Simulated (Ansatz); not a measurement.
F₆Si₂ (`F[Si](F)(F)[Si](F)(F)F`), relaxed with RKS PBE0-D4/def2-TZVP in the Gaussian-basis code of Ansatz from a PBE-D4/def2-SVP geometry. The force threshold is 0.005 eV/Å; the program also tests the step.

The species carries charge 0 and has multiplicity 1.

Start:

```xyz
8

F    -2.239    0.508   -0.061
Si   -1.020   -0.529    0.165
F    -1.196   -1.756   -0.873
F    -1.118   -1.113    1.668
Si    1.021    0.529   -0.165
F     1.189    1.765    0.863
F     2.239   -0.505    0.076
F     1.124    1.101   -1.673
```

Problem. How much energy does the relaxation release, and in how many steps? (Best estimate.)

Solution. Computed: 4.71 kcal/mol, in 3 steps.

Problem. Which bonds change most? (Estimate.)

Solution. Computed: Si5–F8 from 1.616 to 1.574 Å; Si5–F7 from 1.616 to 1.574 Å; Si2–F3 from 1.616 to 1.574 Å; Si5–F6 from 1.616 to 1.574 Å.

Problem. Give the relaxed structure. (Best estimate.)

Solution. Ansatz gave: 
```xyz
8

F    -2.213    0.477   -0.055
Si   -1.024   -0.531    0.165
F    -1.197   -1.727   -0.843
F    -1.123   -1.100    1.630
Si    1.024    0.531   -0.165
F     1.192    1.735    0.835
F     2.213   -0.474    0.066
F     1.128    1.090   -1.633
```
